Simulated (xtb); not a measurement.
xtb input (GFN2-xTB):

```bash
xtb mol.xyz --gfn 2 --sp --chrg 0 --uhf 0
```
mol.xyz:
```
11

C      1.11772377    -1.07518816     0.00034107
B      0.03322931     0.06193364    -0.02269871
C     -1.46533482    -0.20332134     0.39471770
O      0.44573415     1.30095565    -0.42675836
H      0.74291053    -2.00380581    -0.43912621
H      2.04143544    -0.79257791    -0.50609033
H      1.36858818    -1.31852845     1.03946299
H     -1.52808407    -0.79355662     1.31291055
H     -2.06396658     0.70165983     0.53180532
H     -1.95604802    -0.80473182    -0.37906991
H     -0.25118902     1.96528424    -0.40268466
```

End of the output:

```
         :::::::::::::::::::::::::::::::::::::::::::::::::::::
         ::                     SUMMARY                     ::
         :::::::::::::::::::::::::::::::::::::::::::::::::::::
         :: total energy             -13.182291133169 Eh    ::
         :: gradient norm              0.033519926914 Eh/a0 ::
         :: HOMO-LUMO gap              5.885208179144 eV    ::
         ::.................................................::
         :: SCC energy               -13.334269600568 Eh    ::
         :: -> isotropic ES            0.048862295400 Eh    ::
         :: -> anisotropic ES          0.005358356384 Eh    ::
         :: -> anisotropic XC          0.003888811091 Eh    ::
         :: -> dispersion             -0.004104628908 Eh    ::
         :: repulsion energy           0.151978467399 Eh    ::
         :: add. restraining           0.000000000000 Eh    ::
         :: total charge               0.000000000000 e     ::
         :::::::::::::::::::::::::::::::::::::::::::::::::::::

           -------------------------------------------------
          |                Property Printout                |
           -------------------------------------------------

    * Orbital Energies and Occupations

         #    Occupation            Energy/Eh            Energy/eV
      -------------------------------------------------------------
         1        2.0000           -0.6762502             -18.4017
         2        2.0000           -0.5806545             -15.8004
         3        2.0000           -0.5741508             -15.6234
         4        2.0000           -0.5545995             -15.0914
         5        2.0000           -0.5074638             -13.8088
         6        2.0000           -0.4852366             -13.2040
         7        2.0000           -0.4707321             -12.8093
         8        2.0000           -0.4534184             -12.3381
         9        2.0000           -0.4474658             -12.1762
        10        2.0000           -0.4463547             -12.1459
        11        2.0000           -0.4312422             -11.7347
        12        2.0000           -0.3974056             -10.8140 (HOMO)
        13                         -0.1811282              -4.9287 (LUMO)
        14                          0.0956048               2.6015
        15                          0.1513980               4.1197
        16                          0.1841172               5.0101
        17                          0.2016797               5.4880
        18                          0.2089378               5.6855
        19                          0.2233485               6.0776
        20                          0.2328026               6.3349
        21                          0.2733565               7.4384
        22                          0.3649516               9.9308
        23                          0.4978055              13.5460
      -------------------------------------------------------------
                  HL-Gap            0.2162774 Eh            5.8852 eV
             Fermi-level           -0.2892669 Eh           -7.8714 eV

     #   Z          covCN         q      C6AA      α(0)
     1   6 C        3.672    -0.195    24.610     7.110
     2   5 B        2.586     0.338    17.102     7.038
     3   6 C        3.671    -0.203    24.788     7.136
     4   8 O        1.592    -0.445    21.787     6.299
     5   1 H        0.924     0.036     2.506     2.476
     6   1 H        0.924     0.041     2.433     2.439
     7   1 H        0.924     0.042     2.427     2.436
     8   1 H        0.924     0.036     2.507     2.476
     9   1 H        0.924     0.019     2.749     2.593
    10   1 H        0.924     0.039     2.464     2.455
    11   1 H        0.805     0.293     0.743     1.354

 Mol. C6AA /au·bohr⁶  :        842.051416
 Mol. C8AA /au·bohr⁸  :      18526.079928
 Mol. α(0) /au        :         43.813469

Wiberg/Mayer (AO) data.
largest (>0.10) Wiberg bond orders for each atom

 ---------------------------------------------------------------------------
     #   Z sym  total        # sym  WBO       # sym  WBO       # sym  WBO
 ---------------------------------------------------------------------------
     1   6 C    3.978 --     2 B    1.013     6 H    0.986     5 H    0.975
                             7 H    0.963
     2   5 B    3.354 --     4 O    1.252     1 C    1.013     3 C    1.004
     3   6 C    3.970 --     2 B    1.004     9 H    0.985     8 H    0.976
                            10 H    0.965
     4   8 O    2.205 --     2 B    1.252    11 H    0.891
     5   1 H    0.999 --     1 C    0.975
     6   1 H    0.998 --     1 C    0.986
     7   1 H    0.998 --     1 C    0.963
     8   1 H    0.999 --     3 C    0.976
     9   1 H    1.000 --     3 C    0.985
    10   1 H    0.998 --     3 C    0.965
    11   1 H    0.914 --     4 O    0.891
 ---------------------------------------------------------------------------

Topologies differ in total number of bonds
Writing topology from bond orders to xtbtopo.mol

molecular dipole:
                 x           y           z       tot (Debye)
 q only:       -0.346       0.117       0.063
   full:       -0.562       0.188       0.102       1.528
molecular quadrupole (traceless):
                xx          xy          yy          xz          yz          zz
 q only:       -1.510      -1.856       1.755       0.926       0.023      -0.245
  q+dip:       -1.123      -2.770       1.971       0.996       0.031      -0.848
   full:       -1.716      -2.779       1.894       1.349       0.262      -0.179

           -------------------------------------------------
          | TOTAL ENERGY              -13.182291133169 Eh   |
          | GRADIENT NORM               0.033519926914 Eh/α |
          | HOMO-LUMO GAP               5.885208179144 eV   |
           -------------------------------------------------

------------------------------------------------------------------------
------------------------------------------------------------------------
 total:
 SCF:
Note: The following floating-point exceptions are signalling: IEEE_UNDERFLOW_FLAG IEEE_DENORMAL
normal termination of xtb
```
